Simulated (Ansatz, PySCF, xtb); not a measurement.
Stretching the Ge1–H2 bond in GeH2O (SMILES [OH][GeH]) (multiplicity 1 held, fragments rigid). Energies count from the point at 1.623 Å.
Geometry at that point (charge 0, multiplicity 1):
```xyz
4

Ge    -0.235    -0.201     0.247
H     -1.411    -0.032    -0.859
O      1.025     0.681    -0.689
H      0.738     1.016    -1.545
```

R- and RO- levels are restricted; in cc, def2 and unpolarised 6-31G sets they are followed outwards from rest. Unrestricted levels (U-) break spin symmetry where that is lower. Curves can end on different states.

Rows in LANL2DZ carry no dispersion term and start afresh at each structure. LANL2DZ brings its own core potentials from Na on.

Programs: Ansatz (a first-principles code) with Gaussian orbitals; PySCF for LANL2DZ rows; xtb for the GFN methods. Values without a source in brackets are computed. The GFN methods have no spin term and hold the electronic entropy of 300 K.

One of these levels gives 289.9 kJ/mol for the energy at R = 5.194 Å. Name it.
(A) U-HF/LANL2DZ
(B) U-PBE/cc-pVTZ
(C) GFN2-xTB
(D) R-HF/cc-pVTZ

B, U-PBE/cc-pVTZ. The others give 357.8 (GFN2-xTB), 202.2 (U-HF/LANL2DZ), 568.5 (R-HF/cc-pVTZ)

Doubts at one or more of the structures used: a spin-contaminated determinant (U-HF/LANL2DZ, U-PBE/cc-pVTZ); a restricted determinant that unrestricted orbitals would lower (R-HF/cc-pVTZ).
